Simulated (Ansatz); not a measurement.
Mulliken charges of C₂H₂BFO, SMILES `C#CB(O)F` from B3LYP/def2-TZVPP in Ansatz (PBE0-D4/def2-TZVP geometry).

| atom | x (Å) | y (Å) | z (Å) | charge (e) |
| --- | --- | --- | --- | --- |
| C1 | 0.618 | -0.216 | 1.703 | 0.002 |
| C2 | 0.222 | 0.117 | 0.616 | -0.358 |
| B3 | -0.283 | 0.497 | -0.780 | 0.373 |
| O4 | -0.579 | -0.417 | -1.725 | -0.242 |
| F5 | -0.445 | 1.772 | -1.097 | -0.243 |
| H6 | 0.969 | -0.499 | 2.669 | 0.264 |
| H7 | -0.440 | -1.321 | -1.432 | 0.204 |

Q: By hand: the dipole of these point charges (1 e Å = 4.8032 D).

A: Σ q r = (0.231, -0.588, 0.588) e Å, of length 0.863 e Å = 4.15 D.

Q: How does the dipole of the full density compare? (An estimate is asked.)

A: Computed: (0.135, -0.492, 0.329) e Å, 2.92 D; the point charges give 1.42 times that, at 11° from its direction.

Point charges leave out the atoms' own dipoles, such as those of lone pairs, and Mulliken's split depends on the basis, so the two needn't agree.

B3LYP here is the variant with VWN-RPA as its local correlation; programs differ in this.
